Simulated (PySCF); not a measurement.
Two species compared at the same levels of theory.

First species: C6H8ClNSi.
Cartesian coordinates in Å at the GFN2-xTB level; atoms count from 1:
```
atom  x, y, z in Å
C1     2.936    0.061    1.360
C2     1.799   -0.464    0.634
C3     0.874   -0.911    0.017
C4    -0.270   -1.422   -0.713
Si5   -1.886   -0.577   -0.140
Cl6   -2.236   -0.956    1.816
C7    -1.642    1.322   -0.300
C8    -1.342    1.684   -1.649
N9    -1.105    1.943   -2.738
H10    3.843   -0.050    0.766
H11    3.060   -0.479    2.299
H12    2.786    1.119    1.578
H13   -0.117   -1.239   -1.779
H14   -0.327   -2.504   -0.571
H15   -3.028   -1.013   -0.941
H16   -2.538    1.860    0.016
H17   -0.812    1.640    0.335
```

Second species: C₅H₉N₃Si₂.
InChI=1S/C5H9N3Si2/c1-2-4-6-5(3-1)10-7-9-8-10/h1-4,7-8,10H,9H2

Levels: PBE0/pcSseg-1 for dipole moment, HOMO energy, LUMO energy and HOMO–LUMO gap; GFN2-xTB for rotational constant A and rotational constant C. Geometries: GFN2-xTB. Each structure is a single optimised conformer of the isolated species, non-relativistic unless stated. Electronic properties by PySCF.

Dipoles, sizes and rotational constants follow the conformer. The torsions of the flexible species, by atom-mapped SMILES:
- `[CH3:1][C:2]#[C:3][CH2:4][Si@@H:5]([Cl:6])[CH2:7][C:8]#[N:9]`: C3–C4–Si5–Cl6 -62°, C4–Si5–C7–C8 59°
- `[cH:1]1[cH:2][cH:3][c:4]([SiH:5]2[NH:6][SiH2:7][NH:8]2)[n:9][cH:10]1`: C3–C4–Si5–N6 132°

Values for the first species:

| Property | Result |
| --- | --- |
| Dipole moment | 2.73 D |
| HOMO energy | -7.40 eV |
| LUMO energy | 0.16 eV |
| HOMO–LUMO gap | 7.56 eV |
| Rotational constant A | 1.043 GHz |
| Rotational constant C | 0.579 GHz |

Estimate the same properties for the second species, and the change in each.

| property | first | second | second less first |
| --- | --- | --- | --- |
| dipole moment | 2.73 D | 2.63 D | -0.10 D |
| HOMO energy | -7.40 eV | -6.67 eV | +0.73 eV |
| LUMO energy | 0.16 eV | -1.24 eV | -1.40 eV |
| HOMO–LUMO gap | 7.56 eV | 5.43 eV | -2.13 eV |
| rotational constant A | 1.043 GHz | 2.836 GHz | +1.793 GHz |
| rotational constant C | 0.579 GHz | 0.508 GHz | -0.071 GHz |

On the first: In atomic units the dipole is 1.07 e·bohr (1 au = 2.5417 D).

On the second: In atomic units the dipole is 1.04 e·bohr (1 au = 2.5417 D). A dipole of 2.63 D is allowed in Cs, and pure rotational transitions are dipole-allowed.
